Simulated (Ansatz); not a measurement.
Program: Ansatz. Geometries: PBE0-D4/def2-TZVP. ΔE: electronic, gas phase. CCSD(T)/CBS adds triple-zeta CCSD(T) − MP2 to the extrapolated MP2 energy (def2 sets, frozen cores). Functionals use def2-TZVPP. B3LYP here is the variant with VWN-RPA as its local correlation; programs differ in this. HSE06 is defined as in plane-wave codes. def2 core potentials past Kr. For I outer-core shells are correlated without core-valence functions, which leaves a few kJ/mol of doubt a bond.

`C[Si](F)([SiH3])Cl` + `CI` → `[SiH3]I` + `C[Si](C)(F)Cl`  (formal exchange of groups at the Si–Si bond)

`C[Si](F)([SiH3])Cl`:

```xyz
11

C     1.564   -0.111    0.813
Si   -0.269   -0.301    0.643
F    -0.968    0.448    1.873
Si   -1.204    0.495   -1.350
Cl   -0.751   -2.295    0.810
H     1.898   -0.526    1.767
H     2.080   -0.637    0.008
H     1.843    0.945    0.775
H    -0.604   -0.244   -2.492
H    -2.674    0.280   -1.337
H    -0.917    1.946   -1.510
```

`CI`:

```xyz
5

C    -0.159    0.163   -0.014
I     1.323   -1.360    0.117
H     0.320    1.056   -0.404
H    -0.936   -0.190   -0.684
H    -0.549    0.331    0.985
```

`[SiH3]I`:

```xyz
5

Si   -0.152   -0.048    0.131
I     1.642    0.520   -1.420
H    -1.434    0.423   -0.441
H     0.116    0.623    1.424
H    -0.172   -1.519    0.306
```

`C[Si](C)(F)Cl`:

Cartesian coordinates in Å:
```
C -1.383 0.134 -0.791
Si 0.005 -0.611 0.174
C 1.331 0.572 0.678
F -0.600 -1.284 1.491
Cl 0.845 -2.132 -0.925
H -1.014 0.573 -1.720
H -2.126 -0.626 -1.044
H -1.875 0.918 -0.210
H 1.796 1.027 -0.200
H 2.107 0.058 1.248
H 0.915 1.369 1.300
```

```
             level  ΔE (kJ/mol)  difference from CCSD(T)/CBS
       LDA (SPW92)       -141.3                          6.7
            PBE-D4       -133.0                         15.0
         revPBE-D4       -131.3                         16.7
           BLYP-D4       -131.8                         16.2
           PBE0-D4       -143.5                          4.5
        r2SCANh-D4       -151.5                         -3.5
        r2SCAN0-D4       -155.0                         -7.0
          HSE06-D4       -143.4                          4.6
          BHLYP-D4       -152.2                         -4.2
      CAM-B3LYP-D4       -147.6                          0.4
           ωB97X-V       -147.0                          1.0
           ωB97M-V       -154.6                         -6.6
            B2PLYP       -147.4                          0.6
               PBE       -133.5                         14.5
            revPBE       -130.9                         17.1
              BLYP       -132.6                         15.4
            r2SCAN       -149.2                         -1.2
             B3LYP       -142.0                          6.0
           r2SCANh       -151.8                         -3.8
           r2SCAN0       -155.3                         -7.3
             HSE06       -144.1                          3.9
             BHLYP       -153.2                         -5.2
         CAM-B3LYP       -148.4                         -0.4
           LC-ωPBE       -150.9                         -2.9
RPA@PBE/def2-TZVPP       -136.7                         11.3
       HF/def2-SVP       -163.2                        -15.2
      MP2/def2-SVP       -158.6                        -10.6
     CCSD/def2-SVP       -150.8                         -2.8
  CCSD(T)/def2-SVP       -147.9                          0.1
     HF/def2-TZVPP       -160.3                        -12.3
    MP2/def2-TZVPP       -156.8                         -8.8
SCS-MP2/def2-TZVPP       -151.2                         -3.2
   CCSD/def2-TZVPP       -147.9                          0.1
CCSD(T)/def2-TZVPP       -145.0                          3.0
     HF/def2-QZVPP       -160.5                        -12.5
    MP2/def2-QZVPP       -158.6                        -10.6
SCS-MP2/def2-QZVPP       -153.1                         -5.1
      HF/CBS(def2)       -160.5                        -12.5
     MP2/CBS(def2)       -159.8                        -11.8
    CCSD/CBS(def2)       -150.9                         -2.9
       CCSD(T)/CBS       -148.0                            0
```

Largest T1 diagnostic among the species: 0.011.

In def2-TZVPP, CCSD(T) changes the Hartree–Fock value by +15.3 kJ/mol (the triples alone add +2.9 kJ/mol) and MP2 by +3.5 kJ/mol. From BLYP to BHLYP (50 % exact exchange), in def2-TZVPP and without D4, ΔE moves by −20.6 kJ/mol.

CCSD(T)/CBS has its own doubt, a few kJ/mol and more with outer-core shells, so smaller differences from it don't rank the levels.
